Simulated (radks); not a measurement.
All-electron atom: Sm0.25+ in [Kr] 4d10 4f6 5s(up 1, down 0.75) 5p6 6s2 (fractional occupations, a model configuration). Method: scalar-relativistic Kohn-Sham, PBE, spin-polarised, spherical densities, point nucleus; open shells are filled with parallel spins first (spin-orbit coupling, left out, can overturn this in heavy ions); computed with a radial shooting solver on a logarithmic mesh with Libxc functionals.

Unscreened Slater integrals over Kohn-Sham orbitals (hartree). They are taken over the spin-up orbitals.

F0(6s,6s): 0.22215
F0(6s,4f): 0.28860
G3(6s,4f): 0.011204
F0(6s,5p): 0.27769
G1(6s,5p): 0.019832
F0(6s,5s): 0.28167
G0(6s,5s): 0.010568
F0(4f,4f): 0.96683
F2(4f,4f): 0.44503
F4(4f,4f): 0.27648
F6(4f,4f): 0.19815
F0(4f,5p): 0.64885
F2(4f,5p): 0.23460
G2(4f,5p): 0.13510
G4(4f,5p): 0.10155
F0(4f,5s): 0.72879
G3(4f,5s): 0.15225
F0(5p,5p): 0.55077
F2(5p,5p): 0.29604
F0(5p,5s): 0.59076
G1(5p,5s): 0.39384
F0(5s,5s): 0.64332

Derived for the open shells (J is the average intra-shell exchange parameter used in DFT+U). 4f: F4/F2 = 0.621, F6/F2 = 0.445, J = (286 F2 + 195 F4 + 250 F6)/6435 = 0.03586 hartree.
